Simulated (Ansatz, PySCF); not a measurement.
Molecule: GaBr₂ (charge +1, singlet). It need not be the lowest isomer of its formula. 
Structure (B3LYP-D3(BJ)/def2-TZVP (Ansatz, a first-principles code) minimum search):
SMILES: [Br][Ga+][Br]
```xyz
3

Ga     0.0000     0.0000     0.0000
Br     0.0000     0.0000     2.1837
Br     0.0000     0.0000    -2.1837
```
Charge +1, spin multiplicity 1.

Total electronic energies in hartree. Cores are frozen in the correlated levels unless marked. No spin-orbit coupling. Frozen are the shells of the preceding noble gas and the d and f shells that filled before the atom's block. No relativistic terms. CBS(X,Y): correlation extrapolated as X^-3; Hartree-Fock from the larger set.

```tsv
level	program	energy (Eh)
BP86/def2-TZVPD	PySCF	-7073.77412
PBE0/def2-SVP	Ansatz	-7071.24666
MN15/def2-TZVPD	PySCF	-7073.92909
HSE06-D3(BJ)/def2-TZVPD	Ansatz + dftd3	-7072.13309
LC-wPBE/def2-TZVPD	Ansatz	-7071.99327
B2GP-PLYP-D3(BJ)/def2-TZVPD	Ansatz + dftd3	-7071.28702
B2GP-PLYP/def2-TZVPD	Ansatz	-7071.28008
B2PLYP/def2-TZVPD	Ansatz	-7071.72253
MP2/6-31G*	Ansatz	-7067.27432
MP2/cc-pVDZ	Ansatz	-7068.08208
RI-MP2/cc-pVTZ	Ansatz	-7068.40552
SCS-MP2/6-31G*	Ansatz	-7067.26537
SCS-MP2/cc-pVQZ	Ansatz	-7068.45156
CCSD(T)/cc-pVDZ	Ansatz	-7068.11360
CCSD(T)/CBS(cc-pVTZ,cc-pVQZ)	Ansatz	-7068.5283
```

Totals of different functionals don't rank their quality; only differences between species are comparable.
